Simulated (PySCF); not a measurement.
# Two-component Hartree-Fock for Lu+ (lutetium, charge +1)

Start: [Xe] 4f14 6s1 7s1; 6s1/2 filled at m_j = +1/2; 7s1/2 filled at m_j = +1/2. Calculated with PySCF 2.14 in x2c-SVPall-2c with one added diffuse shell each of s, p, d type (8s11p10d2f1g, 114 functions): generalised Hartree-Fock with the X2C-1e Hamiltonian and a Gaussian nucleus; spin-orbit coupling (SO) screened by Boettger's factors. This is a chosen level, not necessarily the ground level.

```
spinor shell  electrons  ε, screened SO (eV)  weight of nominal j (screened SO)  rms radius, screened SO (bohr)
       1s1/2          2             -63642.6                              1.000                          0.0219
       2s1/2          2             -10977.5                              1.000                          0.0885
       2p1/2          2             -10459.2                              1.000                          0.0754
       3s1/2          2              -2556.0                              1.000                           0.227
       3p1/2          2              -2326.8                              1.000                           0.218
       3p3/2          4              -2082.6                              1.000                           0.232
       3d3/2          4              -1697.4                              1.000                           0.206
       3d5/2          6              -1644.7                              1.000                           0.210
       4s1/2          2              -548.99                              1.000                           0.509
       4p1/2          2              -454.19                              1.000                           0.520
       4p3/2          4              -398.14                              1.000                           0.552
       4d3/2          4              -241.73                              1.000                           0.584
       4d5/2          6              -231.21                              1.000                           0.598
       5s1/2          2              -86.981                              1.000                            1.26
       5p1/2          2              -57.518                              1.000                            1.41
       5p3/2          4              -50.039                              1.000                            1.52
       4f5/2          6              -36.706                              1.000                           0.792
       4f7/2          8              -35.151                              1.000                           0.802
       6s1/2          1              -16.057                              1.000                            3.57
       7s1/2          1               -5.734                              1.000                            7.80
```

Question: Where does 2p3/2 lie, and what is the 2p spin-orbit splitting (screened SO)?

Answer: At -9335.7 eV, 1123.5 eV above 2p1/2.

| quantity | screened SO |
| --- | --- |
| E (hartree) | -14565.69214 |
| M_J | 1 |
| ⟨J²⟩ | 2.000 |
| ⟨L²⟩ | 0.109 |
| ⟨S²⟩ | 2.110 |

Each row is a mean over spinors that exchange with the open shell spreads, by up to 0.338 eV (5s1/2).

Breit and QED terms are absent; they matter most for the inner s and p1/2 levels.

Densities and radii are taken from the X2C orbitals without a picture-change correction, which distorts them close to the nucleus.
